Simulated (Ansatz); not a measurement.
# Molecular dynamics of C4H15N3OSi

Input:

```yaml
crystal:
  periodic: [false, false, false]
  atoms:
    - { symbol: Si, position_ang: [-0.184397, -0.064977, 0.028106] }
    - { symbol: "N", position_ang: [-0.363331, -0.0995, 1.826775] }
    - { symbol: H, position_ang: [-1.397207, -0.000532, 2.070771] }
    - { symbol: H, position_ang: [0.052885, 0.797907, 2.227969] }
    - { symbol: O, position_ang: [1.510827, -0.089354, -0.300378] }
    - { symbol: H, position_ang: [1.880633, -0.714537, 0.442167] }
    - { symbol: "N", position_ang: [-0.712242, 1.294625, -0.995431] }
    - { symbol: C, position_ang: [-2.156912, 1.725066, -0.898408] }
    - { symbol: H, position_ang: [-2.799119, 0.820231, -0.82071] }
    - { symbol: H, position_ang: [-2.374174, 2.388293, -0.019433] }
    - { symbol: H, position_ang: [-2.450135, 2.287904, -1.815404] }
    - { symbol: C, position_ang: [0.216822, 2.484123, -1.076526] }
    - { symbol: H, position_ang: [0.046249, 3.040551, -2.027731] }
    - { symbol: H, position_ang: [0.088917, 3.214942, -0.234955] }
    - { symbol: H, position_ang: [1.265132, 2.110785, -1.062704] }
    - { symbol: "N", position_ang: [-1.224018, -1.41129, -0.485709] }
    - { symbol: C, position_ang: [-1.161704, -2.693217, 0.312465] }
    - { symbol: H, position_ang: [-0.995472, -2.443334, 1.383405] }
    - { symbol: H, position_ang: [-2.122578, -3.25261, 0.220134] }
    - { symbol: H, position_ang: [-0.34288, -3.384078, -0.018371] }
    - { symbol: C, position_ang: [-1.305019, -1.691479, -1.968428] }
    - { symbol: H, position_ang: [-2.261642, -2.213247, -2.208653] }
    - { symbol: H, position_ang: [-1.277834, -0.723584, -2.515723] }
    - { symbol: H, position_ang: [-0.4685, -2.334887, -2.347529] }
basis:
  gaussian: { orbitals: STO-3G }
hamiltonian:
  xc: blyp
md:
  timestep: 1.0
  n_steps: 76
  ensemble: nve
  temperature: 1500.0
  initial_velocities: maxwell_boltzmann
  seed: 223510
```

Command:

```bash
$ ansatz run input.yaml --threads 1 --pin off --max-ram 2048MiB --backend cpu --events-out ev --progress --plain --runs-dir out
```

It starts from a relaxed structure.

Output, in part (step lines, the closing report, with atoms numbered from 0):

```
md step     0: t =     0.00 fs  T =  1500.0 K  F+E_penalty+E_count = -18551.12554312 eV  E_kin = 4.265580 eV  conserved = -18546.85996315 eV  (25 SCF iters)
md step     1: t =     1.00 fs  T =  1343.4 K  F+E_penalty+E_count = -18550.64331002 eV  E_kin = 3.820342 eV  conserved = -18546.82296798 eV  (27 SCF iters)
md step     2: t =     2.00 fs  T =  1050.0 K  F+E_penalty+E_count = -18549.74545183 eV  E_kin = 2.985896 eV  conserved = -18546.75955630 eV  (25 SCF iters)
md step     3: t =     3.00 fs  T =   900.9 K  F+E_penalty+E_count = -18549.32572922 eV  E_kin = 2.561890 eV  conserved = -18546.76383943 eV  (27 SCF iters)
md step     4: t =     4.00 fs  T =   906.1 K  F+E_penalty+E_count = -18549.37495340 eV  E_kin = 2.576602 eV  conserved = -18546.79835144 eV  (27 SCF iters)
md step     5: t =     5.00 fs  T =   901.1 K  F+E_penalty+E_count = -18549.37556780 eV  E_kin = 2.562414 eV  conserved = -18546.81315354 eV  (27 SCF iters)
md step     6: t =     6.00 fs  T =   793.1 K  F+E_penalty+E_count = -18549.06344677 eV  E_kin = 2.255307 eV  conserved = -18546.80813993 eV  (27 SCF iters)
md step     7: t =     7.00 fs  T =   624.5 K  F+E_penalty+E_count = -18548.55167122 eV  E_kin = 1.775801 eV  conserved = -18546.77587035 eV  (27 SCF iters)
md step     8: t =     8.00 fs  T =   564.7 K  F+E_penalty+E_count = -18548.35534158 eV  E_kin = 1.605970 eV  conserved = -18546.74937153 eV  (27 SCF iters)
md step     9: t =     9.00 fs  T =   724.3 K  F+E_penalty+E_count = -18548.84320548 eV  E_kin = 2.059744 eV  conserved = -18546.78346098 eV  (27 SCF iters)
md step    10: t =    10.00 fs  T =   940.9 K  F+E_penalty+E_count = -18549.51292212 eV  E_kin = 2.675610 eV  conserved = -18546.83731230 eV  (27 SCF iters)
md step    11: t =    11.00 fs  T =   970.1 K  F+E_penalty+E_count = -18549.59110983 eV  E_kin = 2.758702 eV  conserved = -18546.83240762 eV  (27 SCF iters)
md step    12: t =    12.00 fs  T =   830.9 K  F+E_penalty+E_count = -18549.14192288 eV  E_kin = 2.362955 eV  conserved = -18546.77896768 eV  (27 SCF iters)
md step    13: t =    13.00 fs  T =   760.9 K  F+E_penalty+E_count = -18548.92378427 eV  E_kin = 2.163860 eV  conserved = -18546.75992451 eV  (27 SCF iters)
md step    14: t =    14.00 fs  T =   843.6 K  F+E_penalty+E_count = -18549.20132481 eV  E_kin = 2.399079 eV  conserved = -18546.80224576 eV  (27 SCF iters)
md step    15: t =    15.00 fs  T =   910.6 K  F+E_penalty+E_count = -18549.40939858 eV  E_kin = 2.589628 eV  conserved = -18546.81977017 eV  (26 SCF iters)
md step    16: t =    16.00 fs  T =   858.8 K  F+E_penalty+E_count = -18549.24605571 eV  E_kin = 2.442073 eV  conserved = -18546.80398231 eV  (26 SCF iters)
md step    17: t =    17.00 fs  T =   744.3 K  F+E_penalty+E_count = -18548.90802018 eV  E_kin = 2.116714 eV  conserved = -18546.79130619 eV  (25 SCF iters)
md step    18: t =    18.00 fs  T =   647.1 K  F+E_penalty+E_count = -18548.62198507 eV  E_kin = 1.840313 eV  conserved = -18546.78167230 eV  (27 SCF iters)
md step    19: t =    19.00 fs  T =   633.6 K  F+E_penalty+E_count = -18548.57641116 eV  E_kin = 1.801711 eV  conserved = -18546.77470010 eV  (27 SCF iters)
md step    20: t =    20.00 fs  T =   706.7 K  F+E_penalty+E_count = -18548.82107052 eV  E_kin = 2.009713 eV  conserved = -18546.81135771 eV  (27 SCF iters)
md step    21: t =    21.00 fs  T =   709.8 K  F+E_penalty+E_count = -18548.85016358 eV  E_kin = 2.018335 eV  conserved = -18546.83182868 eV  (28 SCF iters)
md step    22: t =    22.00 fs  T =   561.5 K  F+E_penalty+E_count = -18548.38849681 eV  E_kin = 1.596663 eV  conserved = -18546.79183429 eV  (27 SCF iters)
md step    23: t =    23.00 fs  T =   431.7 K  F+E_penalty+E_count = -18547.98662980 eV  E_kin = 1.227529 eV  conserved = -18546.75910126 eV  (28 SCF iters)
md step    24: t =    24.00 fs  T =   455.7 K  F+E_penalty+E_count = -18548.08508547 eV  E_kin = 1.295952 eV  conserved = -18546.78913343 eV  (28 SCF iters)
md step    25: t =    25.00 fs  T =   527.4 K  F+E_penalty+E_count = -18548.30660531 eV  E_kin = 1.499848 eV  conserved = -18546.80675700 eV  (28 SCF iters)
md step    26: t =    26.00 fs  T =   555.8 K  F+E_penalty+E_count = -18548.37120011 eV  E_kin = 1.580595 eV  conserved = -18546.79060505 eV  (27 SCF iters)
md step    27: t =    27.00 fs  T =   587.5 K  F+E_penalty+E_count = -18548.45664726 eV  E_kin = 1.670554 eV  conserved = -18546.78609322 eV  (26 SCF iters)
md step    28: t =    28.00 fs  T =   653.3 K  F+E_penalty+E_count = -18548.64795412 eV  E_kin = 1.857827 eV  conserved = -18546.79012721 eV  (27 SCF iters)
md step    29: t =    29.00 fs  T =   749.1 K  F+E_penalty+E_count = -18548.91634615 eV  E_kin = 2.130354 eV  conserved = -18546.78599249 eV  (27 SCF iters)
md step    30: t =    30.00 fs  T =   883.6 K  F+E_penalty+E_count = -18549.30743902 eV  E_kin = 2.512671 eV  conserved = -18546.79476813 eV  (27 SCF iters)
md step    31: t =    31.00 fs  T =  1000.6 K  F+E_penalty+E_count = -18549.66648292 eV  E_kin = 2.845407 eV  conserved = -18546.82107594 eV  (27 SCF iters)
md step    32: t =    32.00 fs  T =   991.0 K  F+E_penalty+E_count = -18549.63522578 eV  E_kin = 2.818207 eV  conserved = -18546.81701845 eV  (27 SCF iters)
md step    33: t =    33.00 fs  T =   865.1 K  F+E_penalty+E_count = -18549.25252481 eV  E_kin = 2.459960 eV  conserved = -18546.79256445 eV  (27 SCF iters)
md step    34: t =    34.00 fs  T =   726.7 K  F+E_penalty+E_count = -18548.85362519 eV  E_kin = 2.066453 eV  conserved = -18546.78717260 eV  (27 SCF iters)
md step    35: t =    35.00 fs  T =   617.8 K  F+E_penalty+E_count = -18548.54807604 eV  E_kin = 1.756936 eV  conserved = -18546.79113980 eV  (26 SCF iters)
md step    36: t =    36.00 fs  T =   534.2 K  F+E_penalty+E_count = -18548.30445880 eV  E_kin = 1.519112 eV  conserved = -18546.78534678 eV  (27 SCF iters)
md step    37: t =    37.00 fs  T =   495.3 K  F+E_penalty+E_count = -18548.18915257 eV  E_kin = 1.408588 eV  conserved = -18546.78056479 eV  (27 SCF iters)
md step    38: t =    38.00 fs  T =   524.8 K  F+E_penalty+E_count = -18548.27193756 eV  E_kin = 1.492464 eV  conserved = -18546.77947358 eV  (26 SCF iters)
md step    39: t =    39.00 fs  T =   623.2 K  F+E_penalty+E_count = -18548.55998204 eV  E_kin = 1.772175 eV  conserved = -18546.78780710 eV  (28 SCF iters)
md step    40: t =    40.00 fs  T =   760.5 K  F+E_penalty+E_count = -18548.95346600 eV  E_kin = 2.162521 eV  conserved = -18546.79094459 eV  (27 SCF iters)
md step    41: t =    41.00 fs  T =   908.5 K  F+E_penalty+E_count = -18549.38547226 eV  E_kin = 2.583603 eV  conserved = -18546.80186964 eV  (27 SCF iters)
md step    42: t =    42.00 fs  T =  1015.4 K  F+E_penalty+E_count = -18549.69866384 eV  E_kin = 2.887514 eV  conserved = -18546.81114975 eV  (27 SCF iters)
md step    43: t =    43.00 fs  T =  1036.6 K  F+E_penalty+E_count = -18549.75529931 eV  E_kin = 2.947777 eV  conserved = -18546.80752234 eV  (27 SCF iters)
md step    44: t =    44.00 fs  T =   980.5 K  F+E_penalty+E_count = -18549.59005983 eV  E_kin = 2.788319 eV  conserved = -18546.80174085 eV  (27 SCF iters)
md step    45: t =    45.00 fs  T =   879.9 K  F+E_penalty+E_count = -18549.29724479 eV  E_kin = 2.502120 eV  conserved = -18546.79512455 eV  (26 SCF iters)
md step    46: t =    46.00 fs  T =   767.7 K  F+E_penalty+E_count = -18548.97445492 eV  E_kin = 2.183121 eV  conserved = -18546.79133415 eV  (25 SCF iters)
md step    47: t =    47.00 fs  T =   671.8 K  F+E_penalty+E_count = -18548.69145321 eV  E_kin = 1.910349 eV  conserved = -18546.78110395 eV  (27 SCF iters)
md step    48: t =    48.00 fs  T =   635.4 K  F+E_penalty+E_count = -18548.58394608 eV  E_kin = 1.806930 eV  conserved = -18546.77701612 eV  (27 SCF iters)
md step    49: t =    49.00 fs  T =   670.1 K  F+E_penalty+E_count = -18548.69576186 eV  E_kin = 1.905435 eV  conserved = -18546.79032667 eV  (27 SCF iters)
md step    50: t =    50.00 fs  T =   719.9 K  F+E_penalty+E_count = -18548.84722269 eV  E_kin = 2.047268 eV  conserved = -18546.79995458 eV  (27 SCF iters)
md step    51: t =    51.00 fs  T =   738.1 K  F+E_penalty+E_count = -18548.89876935 eV  E_kin = 2.098907 eV  conserved = -18546.79986263 eV  (27 SCF iters)
md step    52: t =    52.00 fs  T =   723.0 K  F+E_penalty+E_count = -18548.85310965 eV  E_kin = 2.055882 eV  conserved = -18546.79722804 eV  (27 SCF iters)
md step    53: t =    53.00 fs  T =   694.0 K  F+E_penalty+E_count = -18548.76632352 eV  E_kin = 1.973591 eV  conserved = -18546.79273275 eV  (27 SCF iters)
md step    54: t =    54.00 fs  T =   674.2 K  F+E_penalty+E_count = -18548.70787474 eV  E_kin = 1.917319 eV  conserved = -18546.79055604 eV  (26 SCF iters)
md step    55: t =    55.00 fs  T =   668.2 K  F+E_penalty+E_count = -18548.69683117 eV  E_kin = 1.900246 eV  conserved = -18546.79658486 eV  (25 SCF iters)
md step    56: t =    56.00 fs  T =   644.9 K  F+E_penalty+E_count = -18548.63420316 eV  E_kin = 1.833875 eV  conserved = -18546.80032814 eV  (26 SCF iters)
md step    57: t =    57.00 fs  T =   597.0 K  F+E_penalty+E_count = -18548.47890313 eV  E_kin = 1.697574 eV  conserved = -18546.78132867 eV  (27 SCF iters)
md step    58: t =    58.00 fs  T =   602.8 K  F+E_penalty+E_count = -18548.48342387 eV  E_kin = 1.714140 eV  conserved = -18546.76928393 eV  (26 SCF iters)
md step    59: t =    59.00 fs  T =   712.1 K  F+E_penalty+E_count = -18548.81003251 eV  E_kin = 2.024999 eV  conserved = -18546.78503343 eV  (27 SCF iters)
md step    60: t =    60.00 fs  T =   857.0 K  F+E_penalty+E_count = -18549.24303323 eV  E_kin = 2.437012 eV  conserved = -18546.80602136 eV  (26 SCF iters)
md step    61: t =    61.00 fs  T =   934.9 K  F+E_penalty+E_count = -18549.47280811 eV  E_kin = 2.658609 eV  conserved = -18546.81419947 eV  (27 SCF iters)
md step    62: t =    62.00 fs  T =   904.8 K  F+E_penalty+E_count = -18549.37853089 eV  E_kin = 2.572970 eV  conserved = -18546.80556120 eV  (27 SCF iters)
md step    63: t =    63.00 fs  T =   817.6 K  F+E_penalty+E_count = -18549.10920167 eV  E_kin = 2.324915 eV  conserved = -18546.78428633 eV  (27 SCF iters)
md step    64: t =    64.00 fs  T =   765.4 K  F+E_penalty+E_count = -18548.96294300 eV  E_kin = 2.176648 eV  conserved = -18546.78629527 eV  (27 SCF iters)
md step    65: t =    65.00 fs  T =   736.7 K  F+E_penalty+E_count = -18548.90449623 eV  E_kin = 2.094990 eV  conserved = -18546.80950648 eV  (27 SCF iters)
md step    66: t =    66.00 fs  T =   637.7 K  F+E_penalty+E_count = -18548.61832884 eV  E_kin = 1.813526 eV  conserved = -18546.80480288 eV  (27 SCF iters)
md step    67: t =    67.00 fs  T =   485.4 K  F+E_penalty+E_count = -18548.15706360 eV  E_kin = 1.380399 eV  conserved = -18546.77666464 eV  (27 SCF iters)
md step    68: t =    68.00 fs  T =   411.7 K  F+E_penalty+E_count = -18547.92927472 eV  E_kin = 1.170699 eV  conserved = -18546.75857590 eV  (27 SCF iters)
md step    69: t =    69.00 fs  T =   503.4 K  F+E_penalty+E_count = -18548.20303252 eV  E_kin = 1.431547 eV  conserved = -18546.77148582 eV  (27 SCF iters)
md step    70: t =    70.00 fs  T =   698.2 K  F+E_penalty+E_count = -18548.78787713 eV  E_kin = 1.985416 eV  conserved = -18546.80246077 eV  (27 SCF iters)
md step    71: t =    71.00 fs  T =   847.3 K  F+E_penalty+E_count = -18549.22930453 eV  E_kin = 2.409392 eV  conserved = -18546.81991301 eV  (26 SCF iters)
md step    72: t =    72.00 fs  T =   869.7 K  F+E_penalty+E_count = -18549.28048451 eV  E_kin = 2.473278 eV  conserved = -18546.80720692 eV  (27 SCF iters)
md step    73: t =    73.00 fs  T =   836.3 K  F+E_penalty+E_count = -18549.15687142 eV  E_kin = 2.378227 eV  conserved = -18546.77864470 eV  (27 SCF iters)
md step    74: t =    74.00 fs  T =   867.4 K  F+E_penalty+E_count = -18549.25522902 eV  E_kin = 2.466588 eV  conserved = -18546.78864080 eV  (27 SCF iters)
md step    75: t =    75.00 fs  T =   924.8 K  F+E_penalty+E_count = -18549.44657055 eV  E_kin = 2.629990 eV  conserved = -18546.81658018 eV  (27 SCF iters)
md step    76: t =    76.00 fs  T =   884.6 K  F+E_penalty+E_count = -18549.32954067 eV  E_kin = 2.515545 eV  conserved = -18546.81399614 eV  (27 SCF iters)
Total energy: -18549.32991424 eV, -681.6753011609 hartree
Atom 0 at    -0.138074    -0.113071     0.056755 Å, force    -0.138359     0.430735    -0.227309 eV/Å
Atom 1 at    -0.533287     0.178338     1.845483 Å, force     0.153642     0.178171    -0.222173 eV/Å
Atom 2 at    -1.619121     0.123610     1.937569 Å, force     0.758923     0.168485    -0.172966 eV/Å
Atom 3 at    -0.342409     1.250174     1.980423 Å, force    -0.351037    -0.897297    -0.065331 eV/Å
Atom 4 at     1.613206    -0.447279    -0.196554 Å, force    -1.789371     0.557033     1.670357 eV/Å
Atom 5 at     1.682954    -0.678978     0.847111 Å, force     0.982792    -0.046651    -0.809422 eV/Å
Atom 6 at    -0.785976     1.280619    -0.894533 Å, force     0.891380     0.695133    -1.694766 eV/Å
Atom 7 at    -2.091358     1.868599    -0.488964 Å, force    -1.828844    -2.037987     1.559118 eV/Å
Atom 8 at    -2.923599     1.072848    -0.390506 Å, force     1.078751     0.597305    -0.260089 eV/Å
Atom 9 at    -2.080122     2.350569     0.521031 Å, force     0.091735     0.460626     0.006015 eV/Å
Atom 10 at    -2.459313     2.581110    -1.223538 Å, force    -0.109602     0.739308    -0.623243 eV/Å
Atom 11 at     0.005931     2.465359    -1.489750 Å, force     3.123187    -1.104708     1.889976 eV/Å
Atom 12 at    -0.470434     2.926850    -2.345999 Å, force    -1.560928     1.044507    -0.172096 eV/Å
Atom 13 at     0.342741     3.187808    -0.617928 Å, force    -0.841402    -0.515242    -1.828922 eV/Å
Atom 14 at     0.971711     2.170564    -2.019513 Å, force    -0.396705    -0.572517     1.054608 eV/Å
Atom 15 at    -1.048875    -1.518054    -0.532880 Å, force    -0.228776     1.830520    -2.606568 eV/Å
Atom 16 at    -1.275344    -2.737403     0.212710 Å, force     1.332925    -2.408254     0.879082 eV/Å
Atom 17 at    -1.759290    -2.543935     1.174282 Å, force    -0.233662     0.703498     1.006717 eV/Å
Atom 18 at    -2.040143    -3.450620    -0.250716 Å, force     1.328237     0.382336    -0.291186 eV/Å
Atom 19 at    -0.239906    -3.237290     0.520165 Å, force    -1.937231    -0.111904    -0.780140 eV/Å
Atom 20 at    -1.115808    -1.507369    -2.096798 Å, force     0.858554    -1.282259    -0.149711 eV/Å
Atom 21 at    -1.767828    -2.355311    -2.524242 Å, force     0.115601     1.281575     0.838493 eV/Å
Atom 22 at    -1.463407    -0.465250    -2.307320 Å, force    -0.265287    -0.359462    -0.542332 eV/Å
Atom 23 at    -0.119343    -1.653940    -2.716959 Å, force    -1.034522     0.267050     1.541888 eV/Å
Dipole moment:    -0.157256     0.244370     0.067403 e Å
```

All steps were run. The conserved energy stayed within 4.6 meV per atom of its start (net change 1.9 meV per atom), so there is no drift, though single steps change it by up to 63 meV in the whole system, a sign of fast motions only just resolved. The temperature averaged 0.50 of the 1500 K drawn at the start: a run that starts near a minimum puts about half its kinetic energy into the potential. A run of 0.076 ps of so small a system gives no equilibrium averages. Limits of this set-up: minimal basis.

The same pairs are bonded in the first frame and the last. Pairs count as bonded within 1.25 times the sum of covalent radii (0.12 Å more for H–H).

Last frame:

```xyz
24
Properties=species:S:1:pos:R:3
Si -0.138 -0.113 0.057
N -0.533 0.178 1.845
H -1.619 0.124 1.938
H -0.342 1.250 1.980
O 1.613 -0.447 -0.197
H 1.683 -0.679 0.847
N -0.786 1.281 -0.894
C -2.091 1.869 -0.489
H -2.924 1.073 -0.391
H -2.080 2.351 0.521
H -2.459 2.581 -1.224
C 0.006 2.465 -1.490
H -0.470 2.927 -2.346
H 0.343 3.188 -0.618
H 0.972 2.171 -2.019
N -1.049 -1.518 -0.533
C -1.275 -2.737 0.213
H -1.759 -2.544 1.174
H -2.040 -3.451 -0.251
H -0.240 -3.237 0.520
C -1.116 -1.507 -2.097
H -1.768 -2.355 -2.524
H -1.463 -0.465 -2.307
H -0.119 -1.654 -2.717
```

The run took 13 min on 1 thread of Intel(R) Xeon(R) Platinum 8175M CPU @ 2.50GHz (Skylake/Cascade Lake), on a shared host, peak memory 0.16 GiB.
